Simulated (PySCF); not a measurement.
PySCF job for C3H9GeN, SMILES C=[CH][GeH2][NH]C, TDA-LC-ωPBE/def2-SVPD. Geometry optimised at PBE0-D3(BJ)/def2-SVP. This is a generated structure with no PubChem entry under its InChIKey; it may be hypothetical. One conformer was computed; it need not be the lowest.

```python
import numpy as np
from pyscf import gto, scf, dft, tdscf

mol = gto.M(
    atom='''
    C     2.60094243    0.95888550    0.24985240
    C     1.75764993   -0.06118085    0.43196299
    Ge    0.03622520   -0.16945799   -0.44808138
    N    -1.27240456    0.04622169    0.82374215
    C    -2.66148910   -0.13570906    0.47652923
    H     2.35771016    1.79985097   -0.40944342
    H     3.57533502    1.00448536    0.74985253
    H     2.05769934   -0.87823932    1.10074256
    H    -0.09896370   -1.52478800   -1.19516501
    H    -0.10542752    0.97818350   -1.46781981
    H    -1.03575704   -0.36313483    1.72235441
    H    -2.90472107    0.45521659   -0.42231681
    H    -3.31776219    0.23846287    1.28038956
    H    -2.96310698   -1.18290708    0.26374767
    ''',
    basis='def2-SVPD',
    charge=0,
    spin=0,
    max_memory=1600,
    verbose=4,
)
mf = dft.RKS(mol, xc='lc_wpbe').density_fit(auxbasis='def2-universal-jkfit')
mf.grids.level = 3
mf.conv_tol = 1e-9
mf.max_cycle = 100
mf.kernel()
mf.grids = dft.Grids(mol).set(level=1).build(with_non0tab=True)  # coarser grid for the response kernel
td = tdscf.TDA(mf)
td.singlet = True
td.nstates = 10
td.conv_tol = 1e-4
td.positive_eig_threshold = 1e-6
td.kernel(x0=td.get_init_guess(mf, 15))
td.analyze()
tt = tdscf.TDA(mf)
tt.singlet = False
tt.nstates = 4
tt.conv_tol = 1e-4
tt.positive_eig_threshold = 1e-6
tt.kernel(x0=tt.get_init_guess(mf, 9))
tt.analyze(verbose=3)
```

Program output:

```
PySCF version 2.14.0

[INPUT] verbose = 4
[INPUT] num. atoms = 14
[INPUT] num. electrons = 66
[INPUT] charge = 0
[INPUT] spin (= nelec alpha-beta = 2S) = 0
[INPUT] symmetry False subgroup None
[INPUT] Mole.unit = angstrom
[INPUT] Symbol           X                Y                Z      unit          X                Y                Z       unit  Magmom
[INPUT]  1 C      2.600942430000   0.958885500000   0.249852400000 AA    4.915068858461   1.812030979817   0.472152607565 Bohr   0.0
[INPUT]  2 C      1.757649930000  -0.061180850000   0.431962990000 AA    3.321476990561  -0.115615050568   0.816291747048 Bohr   0.0
[INPUT]  3 Ge     0.036225200000  -0.169457990000  -0.448081380000 AA    0.068455706808  -0.320229190719  -0.846751089717 Bohr   0.0
[INPUT]  4 N     -1.272404560000   0.046221690000   0.823742150000 AA   -2.404496138048   0.087346335115   1.556647060760 Bohr   0.0
[INPUT]  5 C     -2.661489100000  -0.135709060000   0.476529230000 AA   -5.029485482515  -0.256452956022   0.900509735050 Bohr   0.0
[INPUT]  6 H      2.357710160000   1.799850970000  -0.409443420000 AA    4.455426483504   3.401225398333  -0.773735927305 Bohr   0.0
[INPUT]  7 H      3.575335020000   1.004485360000   0.749852530000 AA    6.756403991366   1.898202226535   1.417015915512 Bohr   0.0
[INPUT]  8 H      2.057699340000  -0.878239320000   1.100742560000 AA    3.888488199298  -1.659631786624   2.080101972053 Bohr   0.0
[INPUT]  9 H     -0.098963700000  -1.524788000000  -1.195165010000 AA   -0.187014289274  -2.881431718023  -2.258534542563 Bohr   0.0
[INPUT] 10 H     -0.105427520000   0.978183500000  -1.467819810000 AA   -0.199229138792   1.848498914568  -2.773777441111 Bohr   0.0
[INPUT] 11 H     -1.035757040000  -0.363134830000   1.722354410000 AA   -1.957297137190  -0.686225374990   3.254778124337 Bohr   0.0
[INPUT] 12 H     -2.904721070000   0.455216590000  -0.422316810000 AA   -5.489127290554   0.860234682458  -0.798063108700 Bohr   0.0
[INPUT] 13 H     -3.317762190000   0.238462870000   1.280389560000 AA   -6.269661885537   0.450629515178   2.419585601152 Bohr   0.0
[INPUT] 14 H     -2.963106980000  -1.182907080000   0.263747670000 AA   -5.599460669987  -2.235370412009   0.498410862292 Bohr   0.0

nuclear repulsion = 354.741608818753
number of shells = 82
number of NR pGTOs = 290
number of NR cGTOs = 190
basis = def2-SVPD
ecp = {}


[settings echo left out]
init E= -2250.3566755254
  HOMO = -0.274640781574035  LUMO = -0.0410079485649115  gap/eV = 6.35747
cycle= 1 E= -2250.65184323411  delta_E= -0.295  |g|= 0.523  |ddm|= 4.68
  HOMO = -0.294045888209148  LUMO = 0.0674536024267369  gap/eV = 9.83690
cycle= 2 E= -2250.67054995363  delta_E= -0.0187  |g|= 0.482  |ddm|= 1.45
  HOMO = -0.34440438367572  LUMO = 0.0645718034264209  gap/eV = 11.12881
cycle= 3 E= -2250.69924920289  delta_E= -0.0287  |g|= 0.0376  |ddm|= 0.651
  HOMO = -0.336811093955502  LUMO = 0.06675147831251  gap/eV = 10.98150
cycle= 4 E= -2250.69970243525  delta_E= -0.000453  |g|= 0.0161  |ddm|= 0.137
  HOMO = -0.340413346740921  LUMO = 0.0679821332125576  gap/eV = 11.11301
cycle= 5 E= -2250.69976312078  delta_E= -6.07e-05  |g|= 0.0055  |ddm|= 0.0376
  HOMO = -0.339453457938557  LUMO = 0.0678413752428479  gap/eV = 11.08306
cycle= 6 E= -2250.69977090179  delta_E= -7.78e-06  |g|= 0.00107  |ddm|= 0.0228
  HOMO = -0.339543398408981  LUMO = 0.0677256961852875  gap/eV = 11.08236
cycle= 7 E= -2250.69977136843  delta_E= -4.67e-07  |g|= 0.000364  |ddm|= 0.0066
  HOMO = -0.339545700636959  LUMO = 0.0677886304710733  gap/eV = 11.08413
cycle= 8 E= -2250.69977145002  delta_E= -8.16e-08  |g|= 0.000104  |ddm|= 0.00293
  HOMO = -0.339551409937063  LUMO = 0.067781758697024  gap/eV = 11.08410
cycle= 9 E= -2250.69977146054  delta_E= -1.05e-08  |g|= 3.55e-05  |ddm|= 0.00136
  HOMO = -0.339554202920579  LUMO = 0.0677802409360941  gap/eV = 11.08413
cycle= 10 E= -2250.6997714757  delta_E= -1.52e-08  |g|= 1.75e-05  |ddm|= 0.00026
  HOMO = -0.339552825899267  LUMO = 0.0677815211933819  gap/eV = 11.08413
cycle= 11 E= -2250.69977147585  delta_E= -1.5e-10  |g|= 5.23e-06  |ddm|= 6.75e-05
  HOMO = -0.339552928998309  LUMO = 0.067781313502663  gap/eV = 11.08413
Extra cycle  E= -2250.69977147586  delta_E= -1.36e-11  |g|= 4.15e-06  |ddm|= 1.92e-05
converged SCF energy = -2250.69977147586
tot grids = 50328
Overwritten attributes  positive_eig_threshold  of <class 'pyscf.tdscf.rks.TDA'>


******** <class 'pyscf.tdscf.rks.TDA'> for <class 'pyscf.df.df_jk.DFRKS'> ********
nstates = 10 singlet
deg_eia_thresh = 1.000e-03
wfnsym = None
conv_tol = 0.0001
eigh lindep = 1e-12
eigh level_shift = 0
eigh max_cycle = 100


Excitation energies (eV)
[6.2333018  6.88978301 7.18799835 7.24187582 7.70865367 7.90582208
 7.92986063 8.34084321 8.52151397 8.62585008]

** Singlet excitation energies and oscillator strengths **
Excited State   1:      6.23330 eV    198.91 nm  f=0.0099
      33 -> 34       -0.55976
      33 -> 35       -0.16934
      33 -> 36        0.24390
      33 -> 37        0.20085
      33 -> 40        0.11206
Excited State   2:      6.88978 eV    179.95 nm  f=0.0040
      31 -> 34        0.62225
      31 -> 35       -0.14736
      31 -> 36        0.12299
      33 -> 35       -0.15000
Excited State   3:      7.18800 eV    172.49 nm  f=0.0044
      31 -> 34        0.15551
      33 -> 34       -0.33685
      33 -> 35        0.38253
      33 -> 36       -0.39111
      33 -> 38       -0.11838
Excited State   4:      7.24188 eV    171.20 nm  f=0.0059
      33 -> 35        0.37320
      33 -> 36        0.30761
      33 -> 37       -0.24150
      33 -> 38        0.29823
      33 -> 39        0.15839
      33 -> 40        0.20011
Excited State   5:      7.70865 eV    160.84 nm  f=0.0952
      33 -> 34       -0.15147
      33 -> 35       -0.23182
      33 -> 37       -0.48411
      33 -> 38       -0.12983
      33 -> 39       -0.16757
      33 -> 41        0.27869
      33 -> 42       -0.12306
Excited State   6:      7.90582 eV    156.83 nm  f=0.1544
      32 -> 34       -0.27771
      33 -> 34        0.14850
      33 -> 35        0.14384
      33 -> 36        0.18669
      33 -> 37        0.21383
      33 -> 39       -0.43084
      33 -> 44        0.14225
Excited State   7:      7.92986 eV    156.35 nm  f=0.4593
      32 -> 34        0.57852
      32 -> 35       -0.12191
      33 -> 36        0.11733
      33 -> 39       -0.22832
Excited State   8:      8.34084 eV    148.65 nm  f=0.0622
      32 -> 35        0.41211
      32 -> 36        0.44455
      32 -> 37       -0.17211
      32 -> 38       -0.19951
Excited State   9:      8.52151 eV    145.50 nm  f=0.0069
      33 -> 38       -0.27444
      33 -> 40        0.58815
Excited State  10:      8.62585 eV    143.74 nm  f=0.0521
      30 -> 34        0.12739
      33 -> 35        0.11962
      33 -> 36        0.17610
      33 -> 38       -0.20402
      33 -> 39        0.10594
      33 -> 40       -0.14206
      33 -> 41       -0.29500
      33 -> 42       -0.30995
      33 -> 43       -0.31161
      33 -> 44       -0.13138
      33 -> 45       -0.10874

** Transition electric dipole moments (AU) **
state          X           Y           Z        Dip. S.      Osc.
  1        -0.2470      0.0163      0.0596      0.0648      0.0099
  2         0.0730      0.0798      0.1106      0.0239      0.0040
  3        -0.1375      0.0524      0.0583      0.0250      0.0044
  4        -0.1275      0.1275      0.0238      0.0331      0.0059
  5        -0.1859     -0.6772     -0.1042      0.5040      0.0952
  6        -0.8050     -0.3257      0.2068      0.7970      0.1544
  7         1.2165      0.9218      0.1856      2.3640      0.4593
  8         0.3887     -0.0665     -0.3859      0.3044      0.0622
  9         0.0658      0.1239      0.1153      0.0330      0.0069
 10        -0.4496     -0.1093      0.1798      0.2464      0.0521

** Transition velocity dipole moments (imaginary part, AU) **
state          X           Y           Z        Dip. S.      Osc.
  1        -0.0394      0.0360      0.0168      0.0031      0.0091
  2         0.0165     -0.0133     -0.0101      0.0006      0.0015
  3        -0.0243      0.0423      0.0025      0.0024      0.0060
  4        -0.0236      0.0292     -0.0110      0.0015      0.0038
  5        -0.0369     -0.1692     -0.0329      0.0311      0.0731
  6        -0.1647     -0.0161      0.0179      0.0277      0.0636
  7         0.2418      0.1004      0.0684      0.0732      0.1675
  8         0.1141     -0.0566     -0.1172      0.0299      0.0651
  9         0.0094      0.0398      0.0290      0.0025      0.0053
 10        -0.1102     -0.0538      0.0338      0.0162      0.0341

** Transition magnetic dipole moments (imaginary part, AU) **
state          X           Y           Z
  1         0.5734      0.1165      0.0862
  2        -0.2885     -0.6876      0.0913
  3        -0.2503     -0.3955      0.6478
  4        -0.8102     -0.1345      0.2359
  5        -0.0869     -0.0829     -0.0599
  6         0.5509      0.0022      0.4812
  7         0.5275      0.0583     -0.6726
  8        -0.0032     -0.9814      0.5580
  9         0.0726     -0.0332      0.7959
 10        -0.4673      0.5474     -0.4112


******** <class 'pyscf.tdscf.rks.TDA'> for <class 'pyscf.df.df_jk.DFRKS'> ********
nstates = 4 triplet
deg_eia_thresh = 1.000e-03
wfnsym = None
conv_tol = 0.0001
eigh lindep = 1e-12
eigh level_shift = 0
eigh max_cycle = 100


Excitation energies (eV)
[4.11843924 5.84149898 6.2394389  6.92298214]

** Triplet excitation energies and oscillator strengths **
Excited State   1:      4.11844 eV    301.05 nm  f=0.0000
Excited State   2:      5.84150 eV    212.25 nm  f=0.0000
Excited State   3:      6.23944 eV    198.71 nm  f=0.0000
Excited State   4:      6.92298 eV    179.09 nm  f=0.0000
```

Self-consistency was reached.

Cost: around 5 core-minutes (rough).
